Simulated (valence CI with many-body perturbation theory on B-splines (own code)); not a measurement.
Energy levels of Pm⁴⁷⁺

Calculated by relativistic CI+MBPT: four valence electrons over a frozen Dirac-Fock core [Ne], a basis of 11 s, 11 p, 10 d, 8 f, 5 g, 2 h functions for each j, with the one-electron correlation potential Σ1 (screened to all orders), the two-electron term Σ2, the three-electron term Σ3, Breit, model QED; selected single and double excitations, second order for the rest, scaled by the run's own slope (own B-spline code, finite nucleus).

No measured spectrum was set against this ion. As an estimate, large intervals hold to a few tenths of a per cent, small ones and those within an open d or f shell to about a per cent. Among the levels kept, up to 550 cm⁻¹ of a level comes from second order outside the variational space, and about a tenth of that is noise between levels of different J, which matters for small intervals.

Levels 136 to 173 of 173, with energies above the lowest level, (3s^2 3p1/2^2) J=0. "Leading %" is the weight of the configuration and term that name the level; weights of strongly mixed levels are sums over their largest components and can fall short. In the jj column 3d3/2^4 stands for four electrons in 3d with j = 3/2. Lifetimes count E1, E2, E3, M1 and M2 decay at the calculated energies, and are blank where another channel may lead or the interval is too uncertain; long ones can be off by a factor of two.

```csv
No.,Configuration,Term,J,E (eV),Leading %,Lifetime,Second component,Leading jj
136,3p³3d,³F°,2,852.09,45,1.52 ps,16 % 3p³3d ³D°,3p1/2 3p3/2^2 3d3/2 (81 %)
137,3p³3d,³D°,1,858.27,43,1.12 ps,25 % 3p³3d ⁵D°,3p1/2 3p3/2^2 3d3/2 (78 %)
138,3p³3d,³F°,3,860.22,32,1.34 ps,25 % 3p³3d ³D°,3p1/2 3p3/2^2 3d3/2 (79 %)
139,3s3p3d²,³P°,1,864.75,45,2.41 ps,14 % 3s3p3d² ¹P°,3s 3p1/2 3d5/2^2 (76 %)
140,3p³3d,³G°,4,865.24,39,1.50 ps,38 % 3p³3d ¹G°,3p1/2 3p3/2^2 3d3/2 (85 %)
141,3p³3d,⁵D°,0,865.41,35,1.04 ps,24 % 3p³3d ¹S°,3p1/2 3p3/2^2 3d3/2 (77 %)
142,3p⁴,³P,0,875.04,54,505 fs,33 % 3p⁴ ¹S,3p3/2^4 (86 %)
143,3p³3d,³F°,2,875.24,35,1.03 ps,22 % 3p³3d ¹D°,3p1/2 3p3/2^2 3d3/2 (80 %)
144,3p³3d,³P°,1,882.55,25,859 fs,17 % 3p³3d ³S°,3p1/2 3p3/2^2 3d3/2 (63 %)
145,3p³3d,³F°,2,882.73,24,1.04 ps,22 % 3p³3d ³P°,3p1/2 3p3/2^2 3d3/2 (69 %)
146,3p³3d,³D°,3,885.93,28,858 fs,16 % 3p³3d ³G°,3p1/2 3p3/2^2 3d3/2 (71 %)
147,3p³3d,³F°,4,888.45,44,1.68 ps,22 % 3p³3d ⁵D°,3p1/2 3p3/2^2 3d5/2 (83 %)
148,3p²3d²,³F,2,891.02,38,7.88 ps,29 % 3p²3d² ⁵G,3p1/2^2 3d3/2^2 (96 %)
149,3p³3d,³G°,5,892.83,76,2.61 ps,9 % 3s3p3d² ³G°,3p1/2 3p3/2^2 3d5/2 (76 %)
150,3p³3d,³D°,3,892.85,41,1.29 ps,18 % 3p³3d ⁵D°,3p1/2 3p3/2^2 3d5/2 (75 %)
151,3p³3d,¹G°,4,895.76,32,1.48 ps,22 % 3p³3d ⁵D°,3p1/2 3p3/2^2 3d5/2 (81 %)
152,3p³3d,³D°,1,897.41,26,892 fs,22 % 3p³3d ¹P°,3p1/2 3p3/2^2 3d3/2 (60 %)
153,3s3p3d²,⁵D°,0,898.54,50,1.31 ps,16 % 3p³3d ¹S°,3s 3p3/2 3d3/2^2 (52 %)
154,3s3p3d²,⁵D°,0,901.55,34,1.01 ps,24 % 3p³3d ³P°,3s 3p3/2 3d3/2^2 (41 %)
155,3s3p3d²,⁵D°,2,901.56,34,825 fs,32 % 3s3p3d² ⁵F°,3s 3p3/2 3d3/2^2 (69 %)
156,3s3p3d²,⁵D°,1,901.68,47,786 fs,13 % 3p³3d ³D°,3s 3p3/2 3d3/2^2 (61 %)
157,3s3p3d²,⁵F°,3,902.82,38,908 fs,17 % 3s3p3d² ⁵D°,3s 3p3/2 3d3/2^2 (71 %)
158,3p³3d,¹P°,1,905.04,26,1.28 ps,20 % 3p³3d ³P°,3p1/2 3p3/2^2 3d5/2 (66 %)
159,3s3p3d²,⁵F°,4,906.21,32,1.02 ps,20 % 3s3p3d² ⁵G°,3s 3p3/2 3d3/2^2 (64 %)
160,3p²3d²,³P,0,909.34,55,7.22 ps,34 % 3p²3d² ⁵D,3p1/2^2 3d3/2^2 (95 %)
161,3p³3d,³P°,2,910.42,37,1.72 ps,27 % 3p³3d ³D°,3p1/2 3p3/2^2 3d5/2 (84 %)
162,3p³3d,³F°,3,916.76,31,1.50 ps,25 % 3p³3d ¹F°,3p1/2 3p3/2^2 3d5/2 (82 %)
163,3s3p3d²,⁵G°,5,917.07,48,1.50 ps,32 % 3s3p3d² ⁵F°,3s 3p3/2 3d3/2 3d5/2 (77 %)
164,3s3p3d²,⁵S°,2,919.88,33,858 fs,27 % 3s3p3d² ⁵P°,3s 3p3/2 3d3/2^2 (62 %)
165,3p³3d,¹F°,3,920.65,34,1.30 ps,11 % 3p³3d ³G°,3p1/2 3p3/2^2 3d5/2 (66 %)
166,3s3p3d²,⁵G°,6,920.91,80,3.76 ps,20 % 3s3p3d² ³H°,3s 3p3/2 3d3/2 3d5/2 (64 %)
167,3s3p3d²,⁵D°,4,922.01,45,1.32 ps,22 % 3s3p3d² ³F°,3s 3p3/2 3d3/2 3d5/2 (81 %)
168,3p³3d,¹D°,2,922.74,24,1.16 ps,12 % 3p³3d ³D°,3p1/2 3p3/2^2 3d5/2 (62 %)
169,3p³3d,³D°,1,924.21,23,947 fs,20 % 3p³3d ³S°,3p1/2 3p3/2^2 3d5/2 (66 %)
170,3s3p3d²,⁵P°,3,925.69,44,1.70 ps,32 % 3s3p3d² ⁵D°,3s 3p3/2 3d3/2 3d5/2 (87 %)
171,3p³3d,³D°,2,925.88,47,977 fs,17 % 3p³3d ³P°,3p1/2 3p3/2^2 3d5/2 (73 %)
172,3s3p3d²,³D°,1,926.59,38,753 fs,18 % 3s3p3d² ⁵D°,3s 3p3/2 3d3/2^2 (48 %)
173,3p²3d²,³F,3,929.44,29,5.35 ps,29 % 3p²3d² ⁵G,3p1/2^2 3d3/2 3d5/2 (95 %)
```
